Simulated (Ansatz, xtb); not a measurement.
# C2H11BN2Si: which of two isomers lies lower

Structure X: `CC[SiH2]NBN`, a singlet. Structure Y: `CB(C)N[SiH2]N`, a singlet. Both are isolated molecules in the gas phase, relaxed with PBE0-D3(BJ)/def2-SVP; each stands in its lowest conformer found.

Q: Which of the two would you expect CCSD(T)/def2-SVP + ΔMP2/def2-TZVPP electronic energies to favour?

A: Not settled: CCSD(T)/def2-SVP + ΔMP2/def2-TZVPP gives E(Y) − E(X) = −10.0 kJ/mol, but this leans on the basis-set step: CCSD(T) alone gives +6.5 kJ/mol.

Level by level:

```json
{"level": "PBE0-D3(BJ)/def2-SVP", "geometry": "PBE0-D3(BJ)/def2-SVP", "E(Y) − E(X) (kJ/mol)": "+6.0", "departure from the last row (kJ/mol)": "+16.0", "job, with rough time for the two": "optimisation, 86 s"}
{"level": "HF/def2-SVP", "geometry": "PBE0-D3(BJ)/def2-SVP", "E(Y) − E(X) (kJ/mol)": "−1.6", "departure from the last row (kJ/mol)": "+8.4", "job, with rough time for the two": "part of the CCSD(T) run"}
{"level": "MP2/def2-SVP", "geometry": "PBE0-D3(BJ)/def2-SVP", "E(Y) − E(X) (kJ/mol)": "+4.5", "departure from the last row (kJ/mol)": "+14.5", "job, with rough time for the two": "part of the CCSD(T) run"}
{"level": "CCSD(T)/def2-SVP", "geometry": "PBE0-D3(BJ)/def2-SVP", "E(Y) − E(X) (kJ/mol)": "+6.5", "departure from the last row (kJ/mol)": "+16.5", "job, with rough time for the two": "single point"}
{"level": "CCSD(T)/def2-SVP + ΔMP2/def2-TZVPP", "geometry": "PBE0-D3(BJ)/def2-SVP", "E(Y) − E(X) (kJ/mol)": "−10.0", "departure from the last row (kJ/mol)": "", "job, with rough time for the two": "single point, 22 s"}
```

As drawn, Y has 2 C–B, 1 N–Si, 1 C–H in place of 1 C–C, 1 C–Si, 1 B–N, 1 B–H.

PBE0-D3(BJ)/def2-SVP, MP2/def2-SVP, CCSD(T)/def2-SVP put the two in the other order. HF/def2-SVP finds them nearly level. The largest departure from CCSD(T)/def2-SVP + ΔMP2/def2-TZVPP is that of CCSD(T)/def2-SVP, 16.5 kJ/mol. A small imaginary or near-zero mode remains, so no thermal terms are given. Levels run at GFN2-xTB geometries aren't shown. The last row adds to CCSD(T) the change of the MP2 difference between the two basis sets, here −16.5 kJ/mol, a large step that makes the value less sure.

The correlated steps freeze 10 core orbitals. Programs: Ansatz 0.2.0, xtb 6.7.1; the last row on 4 threads of Intel(R) Xeon(R) 6975P-C (Granite Rapids) on a shared host.
